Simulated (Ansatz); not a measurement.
`N=C1O[SiH]1O` and `N=C1O[SiH2]1` differ in one atom or group.

Ansatz, PBE0-D4/def2-TZVP geometries, multiplicity 1. Each molecule was computed in one conformer, which needn't be the lowest.

```tsv
property	`N=C1O[SiH]1O`
ideal-gas entropy at 298 K and 1 bar (rigid rotor, harmonic PBE0-D4/def2-TZVP) / J/(mol·K)	310
HOMO energy (PBE/def2-TZVPP) / eV	-6.16
HOMO energy (ωB97M-V/def2-TZVPP) / eV	-9.80
size of the dipole moment (ωB97M-V/def2-TZVPP) / D	2.08
HOMO–LUMO gap (ωB97M-V/def2-TZVPP) / eV	11.17
zero-point energy (PBE0-D4/def2-TZVP) / kJ/mol	124.8
```

Q: Give the same properties after the change, and the shifts. (Best estimate.)

A: Ansatz gave: 
```
                                                                                  property  `N=C1O[SiH2]1`  shift
ideal-gas entropy at 298 K and 1 bar (rigid rotor, harmonic PBE0-D4/def2-TZVP) / J/(mol·K)             282    -28
                                                         HOMO energy (PBE/def2-TZVPP) / eV           -5.99   0.17
                                                     HOMO energy (ωB97M-V/def2-TZVPP) / eV           -9.50   0.30
                                        size of the dipole moment (ωB97M-V/def2-TZVPP) / D            4.11   2.03
                                                   HOMO–LUMO gap (ωB97M-V/def2-TZVPP) / eV            9.94  -1.23
                                            zero-point energy (PBE0-D4/def2-TZVP) / kJ/mol           107.7  -17.1
```

With PBE0 the HOMO rises by 0.26 eV and the LUMO falls by 0.76 eV, so the gap narrows by about 1.02 eV. PBE moves the HOMO by 0.17 eV and ωB97M-V by 0.30 eV. The zero-point energy changes by -17.1 kJ/mol with -3 modes. Dipoles are sizes alone; their direction can turn.
